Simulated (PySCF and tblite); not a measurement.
Results of a calculation; reference values are marked as such.
C7H10OS, numbered as in [CH:1]#[C:2][C@H:3]1[CH2:4][CH2:5][S@:6](=[O:7])[CH2:8][CH2:9]1.

Geometries GFN2-xTB; weights from PBE0-D3(BJ)/def2-SVP energies and GFN2-xTB thermal corrections, with symmetry numbers and mirror pairs. Conformers within 3 kcal/mol (GFN2-xTB free energy) were kept, 10 at most. Codes: tblite and PySCF.

Rotational constants are equilibrium values for the commonest isotopes; dipoles come from the energy level named.

The 6-ring runs over atoms 3–4–5–6–8–9.

```
conformer                                       shape  symmetry
        1                 6-ring chair (C2, O7 axial)        Cs
        2  6-ring chair (all substituents equatorial)        Cs
```

Task: Give the rotational constants and dipole components, as needed to look for these species in a jet-cooled rotational spectrum.

Result: 
| conformer | A (MHz) | B (MHz) | C (MHz) | abs μa (D) | abs μb (D) | abs μc (D) | κ | Ic−Ia−Ib (u Å²) |
| --- | --- | --- | --- | --- | --- | --- | --- | --- |
| 1 | 2665 | 1065 | 1007 | 2.70 | 0.00 | 1.35 | -0.93 | -162.4 |
| 2 | 3827 | 804 | 708 | 3.48 | 0.00 | 0.09 | -0.94 | -46.8 |

Task: Which type of transition is strongest for conformer 1?

Result: a-type, since that component is clearly the largest; the top is near-prolate.


Conformer gaps in def2-SVP on xTB geometries can be 2 kcal/mol too large for S=O, P=O and other polar bonds.